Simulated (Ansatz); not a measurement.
A nudged elastic band was laid between two geometries of BClF2 + H2 (6 atoms, charge 0, multiplicity 1).

All numbers below come from RKS PBE0-D4/def2-SVP (Ansatz 0.2.0).

```json
{
 "movable images": "5",
 "climbing image": "yes",
 "spring": "5.0 eV/Å²",
 "optimiser": "quadratic models (default)",
 "start path": "through a guess of the saddle point",
 "force threshold": "0.2 eV/Å",
 "iteration limit": "60",
 "end points": "relaxed"
}
```

Initial state:

```xyz
6
Properties=species:S:1:pos:R:3
B -0.014 0.479 0.149
Cl -0.028 0.942 1.831
F 1.120 0.338 -0.491
F -1.138 0.287 -0.495
H 0.126 -2.484 0.509
H 0.051 -2.234 1.224
```

Final state:

```xyz
6
Properties=species:S:1:pos:R:3
B 0.002 -0.317 -0.554
Cl -0.050 -0.133 2.493
F 1.140 0.330 -0.672
F -1.114 0.358 -0.717
H -0.016 -1.509 -0.393
H 0.156 -1.401 2.569
```

Which bonds break or form, and what moves?

Bonds broken: B1–Cl2, H5–H6. Bonds formed: B1–H5, Cl2–H6. BClF2 + H2 becomes BF2H + ClH.

What energy profile does the band end with?

The run converged. The highest image is number 3 of 0 to 6, 1.50 eV above the first end and 0.92 eV above the last; the last end lies 0.58 eV above the first. The threshold of 0.2 eV/Å is loose, so the images may lie well off the minimum-energy path. Another band between the same ends (5 images) ends at a top of the same energy, where a vibrational analysis finds 1 clearly imaginary mode. The orbitals stay closed-shell, which can raise the energy where a bond breaks towards radicals; this wasn't checked here.

| image | path coordinate (Å) | energy (eV) | B1–Cl2 (Å) | H5–H6 (Å) | B1–H5 (Å) |
| --- | --- | --- | --- | --- | --- |
| 0 | 0.00 | 0.00 | 1.74 | 0.76 | 2.99 |
| 1 | 0.66 | 0.05 | 1.75 | 0.76 | 2.41 |
| 2 | 1.32 | 0.46 | 1.80 | 0.78 | 1.81 |
| 3 | 1.98 | 1.50 | 2.10 | 1.07 | 1.32 |
| 4 | 2.59 | 0.83 | 2.63 | 1.63 | 1.22 |
| 5 | 3.21 | 0.63 | 2.94 | 2.27 | 1.21 |
| 6 | 3.82 | 0.58 | 3.05 | 2.97 | 1.20 |

What is the geometry of the highest image?


```xyz
6
Properties=species:S:1:pos:R:3
B 0.017 -0.290 0.043
Cl 0.000 0.143 2.096
F 1.160 0.136 -0.467
F -1.145 0.077 -0.472
H 0.050 -1.593 0.277
H 0.036 -1.143 1.249
```

Time of the run: 94 s on 1 thread of Intel(R) Xeon(R) 6975P-C (Granite Rapids), on a shared host, peak memory 0.15 GiB.
